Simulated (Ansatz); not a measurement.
A series at Ga: from `[Br][Ga]([Br])[Br]`, ligands are replaced one by one, each step taking up H₂ and setting free HBr; n counts the steps. Ansatz, PBE0-D4/def2-TZVP geometries.

CBS adds triple-zeta CCSD(T) − MP2 to the MP2 limit, frozen cores; atoms without spin–orbit coupling. Outer-core shells of Br, Ga are correlated without core-valence functions. Scalar relativity is left out up to krypton. Spin–orbit coupling is left out.

```tsv
n	molecule	atomization energy, CCSD(T)/CBS (kJ/mol)
0	`[Br][Ga]([Br])[Br]`	993.3
1	`[Br][GaH][Br]`	954.3
2	`[GaH2][Br]`	?
3	`[GaH3]`	835.8
```

**Question.** By hand: fit a straight line y = ȳ + b (n − n̄) to the 3 given rows and predict n = 2.

**Answer.** n̄ = 1.333, ȳ = 927.80; Σ(n − n̄)(y − ȳ) = -249.50, Σ(n − n̄)² = 4.667, so b = -53.46 kJ/mol a step. Prediction: 927.80 + (-53.46) × (0.667) = 892.1 kJ/mol.

**Question.** By hand: compare with the computed value, 901.5 kJ/mol, and give the steps along the whole series.

**Answer.** The line misses by 9.4 kJ/mol (computed minus predicted). Steps: -39.0, -52.8, -65.7 kJ/mol.

The steps grow at each stage, from -39.0 to -65.7 kJ/mol, so the series is curved. The miss is 6.0 % of the series' range. The energies themselves are unsure by some kJ/mol a bond, though much of that is common to the series.
